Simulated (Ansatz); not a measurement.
Si8NH16, a doped cluster cut from the lattice of silicon (N on a surface site). Charge 0, multiplicity 2. Geometry PBE-D4/def2-SVP, basis def2-TZVP, Ansatz.

Cartesian coordinates in Å:
```
Si 0.2470 2.9157 0.0430
Si -0.0016 0.0033 2.4988
Si -2.0478 0.1241 -0.7661
Si 0.7686 -0.1511 -2.2595
Si -0.5475 -3.3594 0.7072
Si -1.2308 1.3875 1.0439
Si 1.8433 1.5524 -1.0204
Si 1.0569 -1.8247 1.4495
N -0.6722 -0.7671 -1.4358
H 0.8888 3.8624 1.0247
H -0.4919 3.7199 -0.9971
H 1.0312 0.8143 3.2448
H -0.9370 -0.5934 3.5229
H -2.6932 1.0499 -1.7730
H -3.0747 -0.8919 -0.3470
H 0.4505 0.4250 -3.6223
H 1.6898 -1.3238 -2.4708
H -1.9711 -2.9107 0.9272
H -0.3903 -3.7944 -0.7325
H -2.3470 2.0866 1.7819
H 2.7039 2.3448 -1.9738
H 2.7380 0.9698 0.0431
H 1.9210 -2.4788 2.5016
H 1.9705 -1.4300 0.3201
H -0.9042 -1.7304 -1.7104
```

```csv
run,HOMO (eV),LUMO (eV)
A,-6.84,-1.83
B,-5.74,-2.87
C,-7.78,-1.10
D,-5.02,-3.56
E,-5.36,-3.17
F,-6.05,-2.68
```

Single mean-field runs in def2-TZVP are fitted with def2-universal-jkfit.

HOMO and LUMO are taken over both spins.

The runs used BHLYP, PBE, PBE0, r2SCAN, r2SCANh, ωB97M-V. Estimate which is which.

A BHLYP (50 % exact exchange); B r2SCANh (10 % exact exchange); C ωB97M-V (range-separated); D PBE (0 % exact exchange); E r2SCAN (0 % exact exchange); F PBE0 (25 % exact exchange). Exact exchange lowers occupied and raises empty levels; among semilocal functionals meta-GGAs tend to open the gap a little, and such runs are hard to tell apart. The gap grows from 1.46 eV (PBE) to 6.68 eV (ωB97M-V).
